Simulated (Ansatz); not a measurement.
`[NH2][Sn][N]([SiH3])[SiH3]` + `[Br][Ag]` → `[NH2][Sn][Br]` + `[SiH3][N]([SiH3])[Ag]` at 600 K and 1 bar (redistribution).

Program: Ansatz. Geometries: PBE0-D4/def2-TZVP. ΔE: electronic, gas phase. CCSD(T)/CBS is the MP2 limit (def2-TZVPP, def2-QZVPP) plus CCSD(T) − MP2 in def2-TZVPP, frozen cores. Elements past krypton have def2 core potentials. For Ag, Br, Sn outer-core shells are correlated without core-valence functions, which leaves a few kJ/mol of doubt a bond. Scalar relativity is left out up to krypton. One conformer a species, not always the lowest.

```tsv
species	CCSD(T)/CBS energy (Eh)	H − E (kJ/mol)	S (J/(mol·K))
`[NH2][Sn][N]([SiH3])[SiH3]`	-906.48226	296.0	542.1
`[Br][Ag]`	-2720.28144	22.6	283.1
`[NH2][Sn][Br]`	-2843.33195	105.8	374.1
`[SiH3][N]([SiH3])[Ag]`	-783.41096	209.5	479.8
```

H − E and S are ideal-gas, rigid-rotor, harmonic terms from PBE0-D4/def2-TZVP, for one conformer and one mirror image of each species. 1 Eh = 2625.50 kJ/mol, R = 8.31446 J/(mol·K).

**Question.** By hand: ΔE, ΔH, ΔS and ΔG.

**Answer.** ΔE = (-2843.33195) + (-783.41096) − (-906.48226) − (-2720.28144) = 0.02079 Eh = 54.6 kJ/mol. Δ(H − E) = 105.8 + 209.5 − 296.0 − 22.6 = -3.3, so ΔH = 51.3 kJ/mol. ΔS = 374.1 + 479.8 − 542.1 − 283.1 = 28.7 J/(mol·K). ΔG = 51.3 − 600 × (28.7)/1000 = 34.1 kJ/mol.

**Question.** By hand: the equilibrium constant, and the temperature at which ΔG would vanish if ΔH and ΔS stayed fixed.

**Answer.** log₁₀ K = −ΔG/(RT ln 10) = -3.0. ΔG = 0 at ΔH/ΔS = 1787 K.

TΔS isn't small against ΔH here. A doubt of 5 kJ/mol in ΔE shifts log₁₀ K by 0.4 here. Other conformers and mirror images would add mixing entropy, several J/(mol·K) or more a flexible species. Modes under 60 cm⁻¹, often nearly free rotors, make the harmonic entropy too high. These are equilibria of isolated gas molecules and say nothing of rates. Largest T1 diagnostic: 0.019 (customary marks: 0.02 for closed shells, 0.045 for open ones).
